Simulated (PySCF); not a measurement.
## Cost of excited-state runs on SMILES [SiH3]/C=C/Cl, C2H5ClSi

Geometry (Å), atoms numbered from 1 in this order:
```xyz
9

Si   -1.2831   -0.2080   -0.1176
C     0.5490   -0.4717   -0.2761
C     1.4122    0.4757    0.0614
Cl    3.1233    0.3057   -0.0574
H    -1.8772   -1.2143    0.8016
H    -1.9462   -0.3463   -1.4412
H    -1.5218    1.1574    0.4181
H     0.9371   -1.4153   -0.6512
H     1.1239    1.4478    0.4444
```

PySCF with density fitting, on 1 thread of an Arm Neoverse V1, shared host. Command: `OMP_NUM_THREADS=1 python excited_run.py task.json out`

(1) How long does each of these runs take, and how much memory?
- first hyperpolarisability, CAM-B3LYP/aug-cc-pVTZ; writes grids
- excited states, CAM-B3LYP/def2-TZVPD; Tamm-Dancoff; spin-orbit couplings; 6 states; 5 triplets; quadratic response for 4 states; writes grids
- excited states, CAM-B3LYP/aug-cc-pVTZ; two-photon moments; 8 states; quadratic response for 6 states; 0 triplets

Answers

(1) 
| run | level | basis functions | wall time | peak memory (GiB) |
| --- | --- | --- | --- | --- |
| first hyperpolarisability | CAM-B3LYP/aug-cc-pVTZ | 307 | 38 s | 0.99 |
| excited states | CAM-B3LYP/def2-TZVPD | 208 | 22 s | 0.79 |
| excited states | CAM-B3LYP/aug-cc-pVTZ | 307 | 44 s | 1.1 |

Times from a shared host are rough.
